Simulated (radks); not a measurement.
The numbers below are computed, except where a source is named.
Spin polarisation of the 5d3 shell in the tungsten ion W3+. Start: [Xe] 4f14 5d(up 1.5, down 1.5); electrons of 5d are moved from spin down to spin up, other shells keep equal spins. Code: a radial shooting solver on a logarithmic mesh with Libxc functionals. Model: non-relativistic Kohn-Sham, SCAN, spin-polarised, spherical densities, point nucleus; meta-GGA in the generalised Kohn-Sham scheme.

moment (Bohr magnetons)  E - E(0) (eV)  e(5d up) (eV)  e(5d down) (eV)  5p down minus up (eV)  4f down minus up (eV)
0                                0.000        -31.838          -31.838                 0.000                 0.000
0.75                            -0.136        -32.185          -31.453                  0.609                  0.101
1.5                             -0.552        -32.500          -31.015                  1.214                  0.203
2.25                            -1.259        -32.791          -30.487                  1.816                  0.308

At moment 2.25 the spin-polarisation energy is -1.259 eV and the 5d exchange splitting 2.304 eV, that is 1.024 eV per Bohr magneton; E = -I m^2/4 would give I = 0.995 eV.
